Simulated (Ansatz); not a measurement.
`[OH][Ti]([OH])([F])[I]` and `[OH][Hf]([OH])([F])[I]` differ in one element.

Ansatz, PBE0-D4/def2-TZVP geometries, multiplicity 1. Each molecule was computed in one conformer, which needn't be the lowest.

Elements past krypton have def2 core potentials. Scalar relativity is left out up to krypton.

```csv
property,`[OH][Ti]([OH])([F])[I]`
HOMO–LUMO gap (PBE/def2-TZVPP) / eV,3.09
LUMO energy (PBE/def2-TZVPP) / eV,-3.40
HOMO–LUMO gap (ωB97M-V/def2-TZVPP) / eV,9.39
HOMO–LUMO gap (PBE0/def2-TZVPP) / eV,5.15
LUMO energy (ωB97M-V/def2-TZVPP) / eV,-0.31
HOMO–LUMO gap (B3LYP/def2-TZVPP) / eV,4.64
```

Task: What does the change do to each property? (Best estimate.)

Result: Ansatz gave: 
```csv
property,`[OH][Hf]([OH])([F])[I]`,shift
HOMO–LUMO gap (PBE/def2-TZVPP) / eV,5.10,2.01
LUMO energy (PBE/def2-TZVPP) / eV,-1.35,2.05
HOMO–LUMO gap (ωB97M-V/def2-TZVPP) / eV,10.48,1.09
HOMO–LUMO gap (PBE0/def2-TZVPP) / eV,7.08,1.93
LUMO energy (ωB97M-V/def2-TZVPP) / eV,0.80,1.11
HOMO–LUMO gap (B3LYP/def2-TZVPP) / eV,6.59,1.95
```

B3LYP here is the variant with VWN-RPA as its local correlation; programs differ in this.

Spin–orbit coupling is left out; it splits and shifts lone-pair levels of the heavy atoms by tenths of an eV.
